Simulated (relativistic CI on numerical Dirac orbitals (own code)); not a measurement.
## Co⁴⁺ in a cubic cluster: L2,3 absorption with charge transfer

Computed with a charge-transfer multiplet model of a cubic metal-ligand cluster with up to 2 ligand holes, Slater and spin-orbit integrals from Dirac-Coulomb-Breit ions, Slater integrals scaled by 0.8. The ground state mixes d5 with configurations of k ligand holes L, whose averages lie at kΔ + k(k − 1)U_dd/2; a core hole lowers each added d electron by U_cd. 300 K, Lorentzian 0.4 eV and Gaussian 0.3 eV FWHM.

Atomic integrals in eV (Slater integrals scaled, ζ unscaled), ground: F2dd 10.866, F4dd 6.824, zeta_d 0.080; with the core hole: F2dd 11.456, F4dd 7.196, zeta_d 0.102, zeta_core 9.658, F2cd 6.863, G1cd 5.283, G3cd 3.006.

Cluster parameters (eV): Δ = -1.2, U_dd = 7.4, U_cd = 9, 10Dq = 0.65, 10Dq(ligand) = 0.5, final-state hopping factor = 1.

```tsv
Case	n_d	d5	d6L	d7L2	S
V(eg) = 1.7 eV, V(t2g) = -0.89 eV	5.49	0.54	0.43	0.03	2.50
V(eg) = 2.3 eV, V(t2g) = -1.2 eV	5.58	0.47	0.47	0.06	2.50
V(eg) = 2.6 eV, V(t2g) = -1.36 eV	5.62	0.45	0.48	0.07	2.50
```

Weights, n_d and S are thermal averages at 300 K. Photon energies count from the first peak over 30 % of the highest in each spectrum, which can be another peak from case to case. The parameters are a model scan and need not match a compound or its usual spin state. Peaks in eV (height, largest 100):
- V(eg) = 1.7 eV, V(t2g) = -0.89 eV: -1.6 (20), 0.0 (100), 3.9 (17), 4.8 (15), 14.0 (16), 15.5 (23)
- V(eg) = 2.3 eV, V(t2g) = -1.2 eV: -1.6 (26), 0.0 (100), 2.5 (14), 3.9 (10), 4.4 (10), 6.4 (8), 13.9 (15), 15.5 (23)
- V(eg) = 2.6 eV, V(t2g) = -1.36 eV: -1.7 (27), 0.0 (100), 3.2 (11), 4.8 (8), 7.1 (7), 13.9 (15), 15.5 (22)

Curve for V(eg) = 1.7 eV, V(t2g) = -0.89 eV (points under 2 left out, the grid thinned):

E (eV), Intensity and a bar:
```
     -3.0        2.2 
     -2.5        5.8 #
     -2.0       13.9 ####
     -1.5       19.3 #####
     -1.0       20.5 ######
     -0.5       63.3 ###################
      0.0      100.0 ##############################
      0.5       65.5 ###################
      1.0       34.1 ##########
      1.5       25.7 #######
      2.0       20.0 #####
      2.5       12.9 ###
      3.0       12.5 ###
      3.5       15.9 ####
      4.0       17.1 #####
      4.5       14.7 ####
      5.0       14.6 ####
      5.5        8.7 ##
      6.0        6.8 #
      6.5        4.9 #
      7.0        3.1 
      7.5        2.5 
      8.0        2.5 
      8.5        2.8 
      9.0        3.1 
      9.5        2.7 
     10.0        2.2 
     13.1        2.9 
     13.6       10.9 ###
     14.1       15.6 ####
     14.6       10.9 ###
     15.1       16.9 #####
     15.6       22.2 ######
     16.1       19.8 #####
     16.6       13.0 ###
     17.1        8.1 ##
     17.6        6.2 #
     18.1        4.3 #
     18.6        4.8 #
     19.1        3.9 #
     19.6        4.2 #
     20.1        4.0 #
     20.6        2.1 
     21.4        2.4 
     21.9        2.1
```

For the case V(eg) = 2.3 eV, V(t2g) = -1.2 eV, Δ = -1.2 eV is smaller than U_dd = 7.4 eV, the charge-transfer side of the Zaanen-Sawatzky-Allen scheme (negative Δ: between configuration averages a ligand hole costs less than the nominal valence; multiplet and field energies can change this for the lowest states). With the core hole the configuration with one ligand hole lies at Δ + U_dd − U_cd = -2.8 eV from the one without, against Δ in the ground state.
